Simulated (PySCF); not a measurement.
PySCF input for CHCl2, SMILES Cl[CH]Cl, multiplicity 2, PBE-D3(BJ)/def2-TZVP. The structure is a stationary point at PBE-D3(BJ)/def2-TZVP. The isomer is the one that the SMILES or the coordinates give; other isomers of the formula were not compared.

```python
import numpy as np
from pyscf import gto, scf, dft, df
from pyscf.hessian import thermo

mol = gto.M(
    atom='''
    Cl   -0.00855024   -0.17048882   -1.47284633
    C     0.08816581    0.67988199   -0.00000000
    Cl   -0.00855024   -0.17048882    1.47284633
    H    -0.23828681    1.71732784   -0.00000000
    ''',
    basis='def2-TZVP',
    charge=0,
    spin=1,
    max_memory=1600,
    verbose=3,
)
mf = dft.UKS(mol, xc='pbe').density_fit(auxbasis='def2-universal-jkfit')
mf.disp = 'd3bj'
mf.grids.level = 3
mf.conv_tol = 1e-11
mf.max_cycle = 100
mf.kernel()
fine, coarse = mf.grids, dft.Grids(mol).set(level=1).build(with_non0tab=True)
for _ in range(3):  # follow internal instabilities
    mf.grids = coarse
    mo, _, stable, _ = mf.stability(return_status=True, nroots=4)
    mf.grids = fine
    if stable:
        break
    mf.kernel(mf.make_rdm1(mo, mf.mo_occ))

# [left out here: the lines that compute and print the analytic Hessian (its translational invariance restored by hand, since the grid's response is missing), thermochemistry and intensities]
```

Program output:

```

WARN: HOMO -0.174027217772633 >= LUMO -0.174027217772625

converged SCF energy = -958.667403223023  <S^2> = 0.75335964  2S+1 = 2.0033568
<class 'pyscf.df.df_jk.DFUKS'> wavefunction is stable in the internal stability analysis

WARN: DFTD3 does not support analytical Hessian, using finite difference


WARN: Mole.unit (angstrom) is changed to Bohr

Mode                                 0                   1                   2
Irrep
Freq [cm^-1]                      293.7594            398.8374            744.3385
Reduced mass [au]                  14.7654              1.5602              5.8391
Force const [Dyne/A]                0.7507              0.1462              1.9061
Char temp [K]                     422.6544            573.8382           1070.9373
Normal mode                   x     y     z       x     y     z       x     y     z
       0  Cl                -0.00 -0.02  0.10   -0.01 -0.00 -0.03    0.00  0.04  0.05
       1   C                 0.04  0.12 -0.00    0.15  0.04  0.00    0.01 -0.22  0.00
       2  Cl                -0.00 -0.02 -0.10   -0.01 -0.00  0.03    0.00  0.04 -0.05
       3   H                -0.16  0.06 -0.00   -0.75 -0.23  0.00   -0.18 -0.29  0.00
Mode                                 3                   4                   5
Irrep
Freq [cm^-1]                      870.7364           1189.0102           3149.0379
Reduced mass [au]                   7.6287              1.1057              1.0884
Force const [Dyne/A]                3.4078              0.9210              6.3589
Char temp [K]                    1252.7958           1710.7210           4530.7644
Normal mode                   x     y     z       x     y     z       x     y     z
       0  Cl                -0.00 -0.03 -0.05    0.00 -0.01  0.00   -0.00 -0.00 -0.00
       1   C                -0.00  0.00  0.25    0.00 -0.00 -0.09   -0.02  0.08  0.00
       2  Cl                 0.00  0.03 -0.05   -0.00  0.01  0.00   -0.00 -0.00  0.00
       3   H                 0.00  0.00  0.25   -0.00 -0.00  0.95    0.28 -0.91 -0.00
temperature 298.1500 [K]
pressure 101325.00 [Pa]
Rotational constants [GHz] 47.30400 3.28296 3.07508
Symmetry number 1
Zero-point energy (ZPE) 0.01514 [Eh]   39750.232 [J/mol]
                           tot       elec      trans        rot        vib
Entropy [J/mol/K]       282.311      5.763    163.994    100.518     12.037
Cv [J/mol/K]             44.434      0.000     12.472     12.472     19.490
Cp [J/mol/K]             52.748      0.000     20.786     12.472     19.490
Internal energy [J/mol]                      3718.434   3718.434  42145.637
Internal energy [Eh]   -958.64852  -958.66740
Enthalpy [J/mol]                             6197.391   3718.434  42145.637
Enthalpy [Eh]          -958.64757
Gibbs free energy [J/mol]                  -42697.290 -26250.889  38556.765
Gibbs free energy [Eh] -958.67963
mode   freq/cm-1   IR/(km/mol)
   1      293.76         1.651
   2      398.84        28.905
   3      744.34         9.756
   4      870.74       165.522
   5     1189.01        33.723
   6     3149.04         0.657
max |gradient| / (hartree/bohr): 3.2004739667875696e-05
APT charges: [-0.2636  0.4862 -0.2636  0.041 ]
```

Self-consistency was reached.
